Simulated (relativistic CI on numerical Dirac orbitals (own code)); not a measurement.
## Cr⁶⁺: L2,3 absorption edge

Computed with this model: Dirac-Coulomb-Breit CI, orbitals from a KLI potential per configuration, model QED (radiative potential, 1s self-energy scaled to tabulated hydrogen-like ionisation energies), valence Slater integrals scaled by 0.8, multiplet model of core-to-valence dipole absorption; configurations [Ne] 3s2 3p6 → [He] 2s2 2p5 3s2 3p6 3d; 10 K; Lorentzian 0.6 eV and Gaussian 0.3 eV FWHM. Energies are those of the free ion, without screening or charge transfer. The branching ratio is the share of the lower-energy edge in the whole absorption, uncertain by about 0.02 where the edges overlap. S is read from ⟨S²⟩ = S(S + 1).

Field parameters in Wybourne normalisation: Td as Oh with Dq negative (B⁴₀ = 21Dq, B⁴₄ = √(5/14) B⁴₀). The field is a parameter set, without covalency.

free ion: ground-state S = 0.00, centroid 599.17 eV, branching ratio 0.370. Peaks (eV, height): 594.2 (58), 602.1 (100).

Td, 10Dq = -5900 cm⁻¹: ground-state S = 0.00, centroid 599.17 eV, branching ratio 0.368. Peaks (eV, height): 594.2 (58), 602.2 (100).

Td, 10Dq = -9200 cm⁻¹: ground-state S = 0.00, centroid 599.17 eV, branching ratio 0.367. Peaks (eV, height): 594.2 (57), 602.2 (100).

Td, 10Dq = -12450 cm⁻¹: ground-state S = 0.00, centroid 599.17 eV, branching ratio 0.364. Peaks (eV, height): 594.3 (57), 599.1 (8), 602.3 (100).

Td, 10Dq = -15750 cm⁻¹: ground-state S = 0.00, centroid 599.17 eV, branching ratio 0.360. Peaks (eV, height): 594.4 (56), 598.9 (12), 602.4 (100).

Td, 10Dq = -19000 cm⁻¹: ground-state S = 0.00, centroid 599.17 eV, branching ratio 0.355. Peaks (eV, height): 594.5 (55), 598.7 (15), 602.5 (100).

The statistical ratio of this edge is 2/3 = 0.667. Values above it arise where the holes sit mainly in the j = l + 1/2 valence subshell or the ground state has high spin; values below it where core-valence Coulomb terms move weight to the upper edge, as in nearly empty shells.

Strongest unbroadened transitions for Td, 10Dq = -19000 cm⁻¹:

```json
{"Energy (eV)": "588.55", "Relative strength": "0.7"}
{"Energy (eV)": "590.15", "Relative strength": "5.2"}
{"Energy (eV)": "590.83", "Relative strength": "0.3"}
{"Energy (eV)": "592.27", "Relative strength": "1.9"}
{"Energy (eV)": "594.47", "Relative strength": "55.0"}
{"Energy (eV)": "598.72", "Relative strength": "14.4"}
{"Energy (eV)": "602.50", "Relative strength": "100.0"}
```
